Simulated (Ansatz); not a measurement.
One change: `[NH2][SnH]1[CH2][S]1` becomes `[OH][SnH]1[CH2][S]1`.

Ansatz, PBE0-D4/def2-TZVP geometries, multiplicity 1. Each molecule was computed in one conformer, which needn't be the lowest.

Elements past krypton have def2 core potentials.

```json
{"property": "HOMO energy (PBE0/def2-TZVPP) / eV", "`[NH2][SnH]1[CH2][S]1`": "-6.49"}
{"property": "HOMO–LUMO gap (PBE0/def2-TZVPP) / eV", "`[NH2][SnH]1[CH2][S]1`": "5.63"}
{"property": "LUMO energy (PBE0/def2-TZVPP) / eV", "`[NH2][SnH]1[CH2][S]1`": "-0.87"}
{"property": "LUMO energy (B3LYP/def2-TZVPP) / eV", "`[NH2][SnH]1[CH2][S]1`": "-1.18"}
{"property": "LUMO energy (PBE/def2-TZVPP) / eV", "`[NH2][SnH]1[CH2][S]1`": "-1.78"}
{"property": "LUMO energy (ωB97M-V/def2-TZVPP) / eV", "`[NH2][SnH]1[CH2][S]1`": "0.96"}
```

Q: Give the same properties after the change, and the shifts. (Best estimate.)

A: The calculation gave: 
| property | `[OH][SnH]1[CH2][S]1` | shift |
| --- | --- | --- |
| HOMO energy (PBE0/def2-TZVPP) / eV | -6.84 | -0.35 |
| HOMO–LUMO gap (PBE0/def2-TZVPP) / eV | 5.59 | -0.04 |
| LUMO energy (PBE0/def2-TZVPP) / eV | -1.25 | -0.38 |
| LUMO energy (B3LYP/def2-TZVPP) / eV | -1.56 | -0.38 |
| LUMO energy (PBE/def2-TZVPP) / eV | -2.17 | -0.39 |
| LUMO energy (ωB97M-V/def2-TZVPP) / eV | 0.64 | -0.32 |

B3LYP here is the variant with VWN-RPA as its local correlation; programs differ in this.
